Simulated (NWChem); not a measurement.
System: C$_{2}$H$_{4}$ClNOSi; SMILES O[Si@@]1(Cl)C=NC1

```xyz
10

O      1.9477    -0.3894     0.0205
Si     0.3368    -0.0235     0.0053
Cl    -0.7420    -1.8195     0.0328
C     -0.2804     1.3642     1.1037
N     -0.6852     2.1010     0.1251
C     -0.3542     1.3403    -1.1281
H      2.2219    -1.2912    -0.2002
H     -0.3945     1.6803     2.1405
H     -1.2555     1.1461    -1.7177
H      0.3498     1.9069    -1.7461
```
Atoms are numbered in this order, from 1.

Computed with NWChem. Geometry: optimised at B3LYP/6-31G* (spherical d).

For level B3LYP/def2-TZVP:

* **highest occupied level (eV)**: -7.15
* **orbital gap (eV)**: 5.67
* **dipole (D)**: 1.77

**Question.** Estimate the same quantities for level Hartree-Fock/def2-TZVP.

**Answer.** The highest occupied level (eV) is -10.72, the orbital gap (eV) is 13.50 and the dipole (D) is 2.04.
